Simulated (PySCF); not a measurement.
Removing an electron from propargyl bromide

Species: propargyl bromide, C3H3Br.
Structure used (PBE0-D3(BJ)/def2-SVP), in Å, numbered top down from 1:
```
atom  x, y, z in Å
C1     1.7440   -0.2986   -0.1848
C2     0.5509   -0.1653   -0.0307
C3    -0.8728   -0.0232    0.1623
Br4   -1.5721    1.6376   -0.5977
H5     2.8035   -0.4150   -0.3218
H6    -1.1338   -0.0012    1.2288
H7    -1.4278   -0.8363   -0.3247
```

Level: PBE0/def2-SVPD (PySCF). Frontier orbitals with their largest atomic shares (Löwdin; up to four atoms above 4 %):

```csv
orbital,ε (eV),main atoms
HOMO−3,-8.55,"Br4 41 %, C1 21 %, C2 21 %, C3 12 %"
HOMO−2,-8.50,"Br4 34 %, C2 28 %, C1 27 %, C3 8 %"
HOMO−1,-8.07,"Br4 54 %, C2 20 %, C1 19 %"
HOMO,-8.03,?
LUMO,-1.06,"Br4 46 %, C3 23 %, C1 14 %, C2 12 %"
LUMO+1,0.46,"Br4 28 %, C3 18 %, C2 17 %, C1 13 %"
LUMO+2,0.60,"C1 31 %, C2 29 %, C3 12 %, H5 10 %"
```

Problem. What vertical ionisation energy does ΔSCF give, and how far is −ε(HOMO) from it?

Solution. ΔSCF: 10.16 eV (980 kJ/mol; threshold wavelength 122 nm); ⟨S²⟩ of the doublet left behind is 0.754, against 0.75 for a pure doublet. −ε(HOMO) is 8.03 eV, 2.13 eV below it. In exact Kohn–Sham theory the two would be equal; PBE0 (global hybrid, 25 % exact exchange) falls short of its own ΔSCF value by 21 %. Holes in the HOMO−1 and HOMO−2 were tried too where these lie within 1.2 eV of the HOMO; the lowest converged state counts.

Problem. On which atoms does the HOMO lie?

Solution. Br4 (alkyl bromine) 52 %, C1 (terminal alkyne carbon) 16 %, C2 (alkyne carbon) 13 %, C3 (sp3 C–Br carbon) 10 %. The HOMO−1 lies 0.04 eV lower.

Problem. With α = 58.0 au, estimate the like-pair dispersion coefficient by London's formula C6 = (3/4)α²I.

Solution. I = 0.3734 Eh, so C6 ≈ 943 au, a rough estimate.

Problem. Shift the occupied levels rigidly so that −ε(HOMO) equals the ΔSCF value. What binding energies result?

Solution. The shift is +2.13 eV: HOMO 10.16, HOMO−1 10.20, HOMO−2 10.63, HOMO−3 10.68 eV. A rigid shift is only a rough guide to the deeper ionisations.

Isolated species at its PBE0-D3(BJ)/def2-SVP geometry, gas phase. The calculation is non-relativistic, for bromine too.
